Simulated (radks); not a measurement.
Values are calculated unless marked as measured or tabulated.
These are the eigenvalues of the occupied orbitals of an atom or ion with whole-number occupations (eV). Code: a radial shooting solver on a logarithmic mesh with Libxc functionals. Model: scalar-relativistic Kohn-Sham, PBEsol, spin-unpolarised, spherical densities, point nucleus.

orbital  eigenvalue
1s        -67883.66
2s        -15193.16
2p        -13938.51
3s        -6176.018
3p        -5802.688

Which element is it, and in what charge state? The configuration may be excited.

Answer. Z = 71, lutetium, charge +58: Lu58+ in [Ne] 3s2 3p1. The list shows which subshells hold electrons but not how many an open one holds; the 1s level, -2494.7 hartree, gives Z - s = 70.6 by -(Z - s)^2/2, which with screening and relativity narrows Z to a few neighbours, and the depths of the outer levels then fix element, charge and occupations together.
